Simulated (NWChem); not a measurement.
C₂H₃FO₂Si; SMILES FC=C1O[SiH2]O1

```xyz
9

F     -0.3929     2.6026     0.0000
C      0.5524     1.6608     0.0000
C      0.2437     0.3652     0.0000
O     -0.9978    -0.2186     0.0000
Si    -0.2095    -1.7300     0.0000
O      1.1365    -0.6821     0.0000
H      1.5845     2.0111     0.0000
H     -0.3841    -2.5379     1.2311
H     -0.3841    -2.5379    -1.2311
```
Atoms are numbered in this order, from 1.

Level: PBE0/def2-SVP (NWChem), optimised geometry, unscaled harmonic frequencies. 

```csv
frequency (cm⁻¹),IR intensity (km/mol)
125,4.6
189,0.8
314,2.2
492,12.5
512,0.0
610,16.9
670,44.0
708,49.7
748,57.5
771,28.4
818,57.2
914,215.5
967,19.8
1006,248.7
1202,82.3
1233,311.1
1347,102.9
1874,109.1
2291,107.7
2301,125.8
3266,10.3
```

```yaml
zero_point_energy: 31.9 kcal/mol
thermal correction to the enthalpy at 298.15 K (with zero-point energy): 36.2 kcal/mol
heat capacity Cv: 20.5 cal/(mol K)
entropy at 298.15 K and 1 atm (symmetry number 1): 76.8 cal/(mol K)
dipole_moment: 3.30 D
```

Rigid rotor and harmonic oscillator.
